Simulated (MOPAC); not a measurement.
MOPAC input (PM7):

```
PM7 1SCF GEO-OK AUX(PRECISION=9) THREADS=1
CH3Li

Li   -1.10544332 1   -0.64455546 1   -0.93118323 1
C     0.27006175 1    0.15746604 1    0.22748971 1
H     0.85191820 1   -0.59472364 1    0.77579538 1
H    -0.15466566 1    0.82698661 1    0.98665647 1
H     0.99870689 1    0.75660719 1   -0.33384040 1
```

From the last part of the output:

```
                                                       MOPAC v23.2.5 Linux

          FINAL HEAT OF FORMATION =         25.11068 KCAL/MOL =     105.06310 KJ/MOL

          COSMO AREA              =         82.18 SQUARE ANGSTROMS
          COSMO VOLUME            =         64.95 CUBIC ANGSTROMS

          IONIZATION POTENTIAL    =          7.679725 EV
          HOMO LUMO ENERGIES (EV) =         -7.680  3.480
          NO. OF FILLED LEVELS    =          4
          MOLECULAR WEIGHT        =         21.9747         POINT GROUP:  C3v

          MOLECULAR DIMENSIONS (Angstroms)

            Atom       Atom       Distance
            H     4   Li     1     2.59760
            H     3    H     5     1.75469
           Li     1    H     3     1.39927

          SCF CALCULATIONS        =          1

   ATOM   CHEMICAL          X               Y               Z
  NUMBER   SYMBOL      (ANGSTROMS)     (ANGSTROMS)     (ANGSTROMS)

     1      Li         -1.10544332  *  -0.64455546  *  -0.93118323  *
     2       C          0.27006175  *   0.15746604  *   0.22748971  *
     3       H          0.85191820  *  -0.59472364  *   0.77579538  *
     4       H         -0.15466566  *   0.82698661  *   0.98665647  *
     5       H          0.99870689  *   0.75660719  *  -0.33384040  *

                             CARTESIAN COORDINATES

   1   Li       -1.105443320    -0.644555460    -0.931183230
   2    C        0.270061750     0.157466040     0.227489710
   3    H        0.851918200    -0.594723640     0.775795380
   4    H       -0.154665660     0.826986610     0.986656470
   5    H        0.998706890     0.756607190    -0.333840400

           Empirical Formula: C H3 Li  =     5 atoms

      MOLECULAR POINT GROUP   :   C3v

                  EIGENVALUES
 -20.51808 -11.21120 -11.21120  -7.67973   3.47957   6.80771   6.80771   6.89825
   8.03890   8.03890   9.88474

              NET ATOMIC CHARGES AND DIPOLE CONTRIBUTIONS

  ATOM NO.   TYPE          CHARGE      No. of ELECS.   s-Pop       p-Pop
    1         Li           0.711439        0.2886     0.28676     0.00180
    2          C          -1.056412        5.0564     1.11404     3.94237
    3          H           0.114991        0.8850     0.88501
    4          H           0.114991        0.8850     0.88501
    5          H           0.114991        0.8850     0.88501
 DIPOLE           X         Y         Z       TOTAL
 POINT-CHG.    -4.211    -2.455    -3.547     6.029
 HYBRID         0.739     0.431     0.622     1.058
 SUM           -3.472    -2.025    -2.925     4.971

          ATOMIC ORBITAL ELECTRON POPULATIONS

     Atom    s        px        py        pz
    1 Li   0.28676   0.00086   0.00031   0.00062
    2  C   1.11404   1.38241   1.24015   1.31981
    3  H   0.88501
    4  H   0.88501
    5  H   0.88501

 **********************
 *                    *
 * JOB ENDED NORMALLY *
 *                    *
 **********************

 == MOPAC DONE ==
```

The geometry given is a B3LYP-D3(BJ)/def2-TZVP minimum.
